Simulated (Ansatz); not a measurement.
Geometry optimisation, Ansatz 0.2.0, RKS BHLYP/def2-SVP.

Input file:

```yaml
crystal:
  periodic: [false, false, false]
  atoms:
    - { symbol: B, position_ang: [-0.72333, 1.49929, -0.69129] }
    - { symbol: Si, position_ang: [0.03495, -0.30246, -0.76676] }
    - { symbol: C, position_ang: [1.64127, -0.20886, -1.84267] }
    - { symbol: F, position_ang: [1.36681, 0.41071, -3.04949] }
    - { symbol: H, position_ang: [-0.1384, 2.43673, -1.0753] }
    - { symbol: H, position_ang: [-1.78171, 1.69173, -0.22981] }
    - { symbol: H, position_ang: [-0.76269, -1.37567, -1.38525] }
    - { symbol: H, position_ang: [0.53474, -0.88648, 0.49278] }
    - { symbol: H, position_ang: [2.42675, 0.3849, -1.36849] }
    - { symbol: H, position_ang: [2.04949, -1.19095, -2.08867] }
basis:
  gaussian: { orbitals: def2-SVP }
hamiltonian:
  xc: { name: BHLYP }
relax:
  f_tol: 0.015
  max_steps: 40
output:
  orbitals: {}
```

Run as:

```bash
$ ansatz run input.yaml --threads 1 --pin off --max-ram 2048MiB --backend cpu --events-out ev --progress --plain --runs-dir out
```

**Question.** Where does it end, and by what steps?

**Answer.** The run converged. The force dipped under the threshold on the way, but the program's further checks kept it going. After 18 steps the energy has fallen by 0.170 eV; H5 moved furthest, 0.40 Å.

```tsv
step	energy less start (eV)	largest force component (eV/Å)	accepted
0	0.0000	1.694	yes
1	-0.1487	0.319	yes
2	-0.1620	0.182	yes
3	-0.1653	0.052	yes
4	-0.1661	0.034	yes
5	-0.1678	0.071	yes
6	-0.1687	0.035	yes
7	-0.1678	0.174	no
8	-0.1653	0.260	no
9	-0.1690	0.017	yes
10	-0.1688	0.096	no
11	-0.1693	0.052	yes
12	-0.1696	0.073	yes
13	-0.1697	0.041	yes
14	-0.1698	0.010	yes
15	-0.1699	0.008	yes
16	-0.1699	0.021	yes
17	-0.1699	0.020	no
18	-0.1699	0.004	yes
```

```xyz
10
Properties=species:S:1:pos:R:3
B -0.738 1.499 -0.668
Si 0.118 -0.322 -0.798
C 1.660 -0.239 -1.906
F 1.296 0.343 -3.106
H -0.057 2.485 -0.686
H -1.919 1.644 -0.526
H -0.795 -1.366 -1.323
H 0.550 -0.733 0.568
H 2.445 0.374 -1.448
H 2.088 -1.225 -2.113
```

Run time: 55 s on 1 thread of Intel(R) Xeon(R) Platinum 8488C (Sapphire Rapids) (shared host), peak memory 0.2 GiB.
